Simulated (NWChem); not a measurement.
**Correlation energy of SSn**

```
Sn
S 1 2.2226
```
Charge 0, spin multiplicity 1.

Everything below was run with NWChem. The geometry was optimised at PBE0/def2-SVP with def2 effective core potentials on Sn, a minimum by its harmonic frequencies.

Basis set: def2-TZVP. Each correlation energy counts from its own Hartree-Fock reference.

Effective core potentials replace the inner electrons of Sn; spin-orbit coupling is left out. The correlated methods keep 9 core orbitals frozen. The structure started from a generated list of species. Coupled-cluster values serve here as a point of comparison, not as the truth.

Task: Order these methods by the correlation energy they give, lowest first: MP2, CCSD, CCSD+T(CCSD), CR-CCSD(T).

Result: CCSD+T(CCSD) (-495.6 mHa), CR-CCSD(T) (-487.4 mHa), CCSD (-470.1 mHa), MP2 (-469.3 mHa)
